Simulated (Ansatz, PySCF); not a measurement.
Cl2FNbS, multiplicity 1. Atoms are numbered in the order given.

```xyz
5

Nb    -0.2152    -0.0438     0.0000
S      0.7246    -1.9740     0.0000
F     -2.0570    -0.3106     0.0000
Cl     0.4630     1.0639    -1.8836
Cl     0.4630     1.0639     1.8836
```

Geometry: PBE-D3(BJ)/def2-SVP. The multiplicity is an assumed one; no other spin state was optimised. The structure was generated by enumeration; whether it is a known compound was not checked. The def2 effective core potentials stand for the cores of Nb; spin–orbit coupling is left out.

Vertical ionisation energy (IE) and electron affinity (EA) in eV. Rows of orbital energies are one-electron estimates. Where ΔSCF, EOM or ADC give a negative EA the extra electron is unbound and the value depends on the basis.

```tsv
level	IE	EA
−ε(HOMO), −ε(LUMO), ωB97X/def2-TZVP (PySCF)	10.74	1.42
−ε(HOMO), −ε(LUMO), PBE/def2-TZVP (PySCF)	7.31	4.08
ΔSCF, CAM-B3LYP/def2-SVPD (Ansatz), final states of multiplicity 2 and 2	10.54	2.07
ΔSCF, PBE/def2-SVPD (Ansatz), final states of multiplicity 2 and 2	10.23	1.48
```

Problem. What vertical singlet–triplet gap does ΔSCF give with CAM-B3LYP/def2-SVPD (Ansatz, a quantum-chemistry and plane-wave program) and with PBE/def2-SVPD (Ansatz)? (An estimate is asked for; the answer gives what the named calculation found.)

Solution. 2.73 and 3.17 eV (triplet above singlet where positive).
